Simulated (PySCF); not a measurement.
Mg: excitation energy

Mg [Ne] 3s2 (1S) → Mg [Ne] 3d2 (3F), as a difference of total energies. Computed with PySCF 2.14 in aug-cc-pCVDZ (6s5p3d, 36 functions), with the non-relativistic Hamiltonian (point nucleus). Correlated levels: valence: [Ne] frozen. The calculations carry no spin-orbit coupling.

```csv
method,excitation energy (eV)
UHF,13.993
MP2 (valence),14.579
SCS-MP2 (valence),14.701
CCSD (valence),14.881
```

How much does correlation contribute at MP2 (valence)?

14.579 − (13.993) = 0.586 eV, measured against UHF.

The upper state lies above the first ionisation limit, where it may autoionise and the basis confines it.

The promoted electron is Rydberg-like, and one or two diffuse shells describe it only roughly, which tends to raise the upper state.

With two correlated electrons CCSD is exact in that space.
